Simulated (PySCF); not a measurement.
Input file for PySCF: R-HF/STO-3G on CH6SiTe (SMILES C[Te][SiH3]), a point of a torsion scan.

```python
from pyscf import gto, scf, dft, mp
from pyscf.data.elements import chemcore

mol = gto.M(
    atom='''
    C     1.70894242   -0.13206459    0.14827914
    Te    0.40376531    0.80880434   -1.29512642
    Si   -1.67269305    0.13137930   -0.09453936
    H     1.48210210   -1.18615986    0.23090938
    H     2.72846217   -0.01501653   -0.18991221
    H     1.60321409    0.33512540    1.11777647
    H    -2.23159266    1.21395806    0.71493410
    H    -1.37352127   -0.99807967    0.77856743
    H    -2.67354890   -0.25201873   -1.08323352
    ''',
    basis='sto-3g',
    charge=0, spin=0, verbose=3, max_memory=1800)
mf = scf.RHF(mol)
mf.conv_tol = 1e-8
mf.max_cycle = 100
mf.kernel()
if not mf.converged:
    mf = mf.newton().run(mf.mo_coeff, mf.mo_occ)
```

It printed:

```
converged SCF energy = -6873.66495837759
```

Self-consistency was reached.

Cost: about 0.6 core-seconds (a rough figure).
